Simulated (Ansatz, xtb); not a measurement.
# C4H9ClGaN: which of two structures lies lower

Structure I: a singlet given by its coordinates. Structure II: `C#[C][Ga@-]([NH3+])([Cl])[CH2]C`, a singlet. Both are isolated molecules in the gas phase, relaxed with PBE0-D3(BJ)/def2-SVP; the shapes shown needn't be the lowest conformers.

I (Å):

| atom | x (Å) | y (Å) | z (Å) |
| --- | --- | --- | --- |
| C | 2.0273 | 0.6436 | -0.3042 |
| C | 1.5098 | -0.7023 | 0.1745 |
| C | 1.0047 | -0.6838 | 1.6254 |
| C | -0.0819 | 0.2619 | 1.8044 |
| Cl | -0.9628 | 3.2758 | -0.3438 |
| Ga | -2.1531 | 2.7161 | 1.4405 |
| N | -0.9289 | 1.0398 | 1.8790 |
| H | 2.8493 | 1.0069 | 0.3329 |
| H | 2.4132 | 0.5638 | -1.3305 |
| H | 1.2344 | 1.4093 | -0.3098 |
| H | 2.3004 | -1.4677 | 0.1244 |
| H | 0.6948 | -1.0532 | -0.4786 |
| H | 0.6465 | -1.6763 | 1.9426 |
| H | 1.8107 | -0.3927 | 2.3199 |
| H | -3.5055 | 2.0145 | 1.0820 |
| H | -1.8709 | 3.6271 | 2.6813 |

Close contacts (Å): C1–C2 1.52, C2–C3 1.54, C3–C4 1.45, C4–N7 1.15, Cl5–Ga6 2.22, Ga6–N7 2.12, C1–H8 1.10, C1–H9 1.10, C1–H10 1.10, C2–H11 1.10, C2–H12 1.10, C3–H13 1.10, C3–H14 1.10, Ga6–H15 1.57, Ga6–H16 1.56.

II (Å):

```xyz
16

C     1.1303    2.1614   -1.3578
C     1.2842    1.4352   -0.3890
C     0.6632   -1.5377    1.1839
C    -0.7808   -1.5905    0.6932
Cl    3.3101    0.5660    2.2932
Ga    1.4417    0.2696    1.1541
N     0.2671    1.4168    2.4955
H     1.0115    2.7983   -2.2166
H     0.9224    1.7509    3.2050
H    -0.1300    2.2265    2.0175
H    -0.4856    0.9107    2.9618
H     1.3036   -2.1829    0.5593
H     0.7513   -1.9369    2.2086
H    -1.1887   -2.6152    0.6973
H    -0.8758   -1.2069   -0.3353
H    -1.4573   -0.9826    1.3192
```

Task: Estimate E(II) − E(I) at the level CCSD(T)/def2-SVP + ΔMP2/def2-TZVPP.

Result: Calculated at CCSD(T)/def2-SVP + ΔMP2/def2-TZVPP: E(II) − E(I) = +3.0 kcal/mol, so structure I lies lower.

How the difference moves with the method:

```
                             level              geometry  E(II) − E(I) (kcal/mol)  departure from the last row (kcal/mol)  job, with rough time for the two
                          GFN2-xTB              GFN2-xTB                     +49.5                                   +46.5              optimisation, 0.38 s
                         HF/STO-3G              GFN2-xTB                     +29.3                                   +26.3              single point, 0.68 s
                r2SCAN-D4/def2-SVP              GFN2-xTB                     +10.0                                    +7.1               single point, 4.8 s
              PBE0-D3(BJ)/def2-SVP  PBE0-D3(BJ)/def2-SVP                     +10.5                                    +7.6             optimisation, 2.7 min
                       HF/def2-SVP  PBE0-D3(BJ)/def2-SVP                     +13.2                                   +10.2           part of the CCSD(T) run
                      MP2/def2-SVP  PBE0-D3(BJ)/def2-SVP                     +10.0                                    +7.1           part of the CCSD(T) run
                  CCSD(T)/def2-SVP  PBE0-D3(BJ)/def2-SVP                     +11.2                                    +8.3                      single point
CCSD(T)/def2-SVP + ΔMP2/def2-TZVPP  PBE0-D3(BJ)/def2-SVP                      +3.0                                                     single point, 2.5 min
```

None of the levels shown reverses the order. The largest departure from CCSD(T)/def2-SVP + ΔMP2/def2-TZVPP is that of GFN2-xTB, 46.5 kcal/mol. A small imaginary or near-zero mode remains, so no thermal terms are given. The last row adds to CCSD(T) the change of the MP2 difference between the two basis sets, here −8.3 kcal/mol, a large step that makes the value less sure.

The correlated steps freeze 19 core orbitals; the filled d shell of Ga is correlated, in a basis made for valence electrons. Run with Ansatz 0.2.0, xtb 6.7.1; the last row on 4 threads of Arm Neoverse V1 on a shared host.
